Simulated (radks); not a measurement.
Nd5+, 55 electrons, occupied as [Kr] 4d9 4f2 5s2 5p6 (not the ground configuration). Calculated with a radial shooting solver on a logarithmic mesh with Libxc functionals: scalar-relativistic Kohn-Sham, PBE, spin-polarised, spherical densities, finite nucleus; open shells are filled with parallel spins first (spin-orbit coupling, left out, can overturn this in heavy ions); Fermi nuclear charge, rms radius 4.9123 fm.

Unscreened Slater integrals over Kohn-Sham orbitals (hartree). They are taken over the spin-up orbitals.

\begin{tabular}{lr}
integral & value \\ \hline
F0(4f,4f) & 1.0978 \\
F2(4f,4f) & 0.53712 \\
F4(4f,4f) & 0.34022 \\
F6(4f,4f) & 0.24570 \\
F0(4f,5p) & 0.71247 \\
F2(4f,5p) & 0.25416 \\
G2(4f,5p) & 0.11875 \\
G4(4f,5p) & 0.096246 \\
F0(4f,5s) & 0.77577 \\
G3(4f,5s) & 0.13797 \\
F0(4f,4d) & 1.1879 \\
F2(4f,4d) & 0.58225 \\
F4(4f,4d) & 0.37484 \\
G1(4f,4d) & 0.68645 \\
G3(4f,4d) & 0.43469 \\
G5(4f,4d) & 0.30844 \\
F0(5p,5p) & 0.59603 \\
F2(5p,5p) & 0.32442 \\
F0(5p,5s) & 0.62658 \\
G1(5p,5s) & 0.42559 \\
F0(5p,4d) & 0.73618 \\
F2(5p,4d) & 0.22411 \\
G1(5p,4d) & 0.063760 \\
G3(5p,4d) & 0.063081 \\
F0(5s,5s) & 0.66428 \\
F0(5s,4d) & 0.80610 \\
G2(5s,4d) & 0.089906 \\
F0(4d,4d) & 1.3073 \\
F2(4d,4d) & 0.66741 \\
F4(4d,4d) & 0.44772 \\
\end{tabular}

Derived for the open shells (J is the average intra-shell exchange parameter used in DFT+U). 4d: Racah B = F2/49 - 5 F4/441 = 0.008544 hartree, C = 35 F4/441 = 0.03553 hartree, C/B = 4.16, F4/F2 = 0.671, J = (F2 + F4)/14 = 0.07965 hartree. 4f: F4/F2 = 0.633, F6/F2 = 0.457, J = (286 F2 + 195 F4 + 250 F6)/6435 = 0.04373 hartree.
